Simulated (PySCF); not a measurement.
Field gradients from PBE0/pcSseg-1 densities (PySCF, non-relativistic) at PBE0-D3(BJ)/def2-SVP geometries, isolated species, one conformer each; χzz is the principal value of largest magnitude, with Q(14N) = 0.02044 b, Q(11B) = 0.04059 b. A larger basis could move these couplings by a tenth or more.

Question: Rank these 14N sites by the size of the quadrupole coupling, smallest first.
A. The silicon-bound nitrogen of `N[SiH2]C(F)F`
B. The nitrogen bridging silicon atoms of `COC[Si@H]1CC[SiH2]N1`
C. The nitrogen bonded to B and 3 C of `C[B-](C)(C)[N+](C)(C)C`
D. The boron-bound nitrogen of `BNBCCC`

Answer: D (1.463 MHz), C (3.083 MHz), B (3.618 MHz), A (4.634 MHz).

Q: These 11B couplings (χzz in MHz, η) are listed in rising order: (2.779, 0.00); (4.810, 0.19); (5.602, 0.11). Assign them to: the boron bonded to C and 2 H of `[H]B([H])C#C`; B3 (three-coordinate boron) in `[BH2:1][NH:2][BH:3][CH2:4][CH2:5][CH3:6]`; the four-coordinate boron of `C[B-](C)(C)[N+](C)(C)C`.

A: 2.779 MHz, η 0.00: the four-coordinate boron of `C[B-](C)(C)[N+](C)(C)C`; 4.810 MHz, η 0.19: B3 (three-coordinate boron) in `[BH2:1][NH:2][BH:3][CH2:4][CH2:5][CH3:6]`; 5.602 MHz, η 0.11: the boron bonded to C and 2 H of `[H]B([H])C#C`.

All sites together:

```tsv
nucleus	site	Vzz (au)	η	χzz (MHz)
14N	the silicon-bound nitrogen of N[SiH2]C(F)F	-0.965	0.27	-4.634
14N	the nitrogen bridging silicon atoms of COC[Si@H]1CC[SiH2]N1	-0.753	0.42	-3.618
14N	the boron-bound nitrogen of BNBCCC	0.305	0.30	1.463
14N	the nitrogen bonded to B and 3 C of C[B-](C)(C)[N+](C)(C)C	-0.642	0.00	-3.083
11B	the boron bonded to C and 2 H of [H]B([H])C#C	0.587	0.11	5.602
11B	B3 (three-coordinate boron) in [BH2:1][NH:2][BH:3][CH2:4][CH2:5][CH3:6]	0.504	0.19	4.810
11B	the four-coordinate boron of C[B-](C)(C)[N+](C)(C)C	0.291	0.00	2.779
```
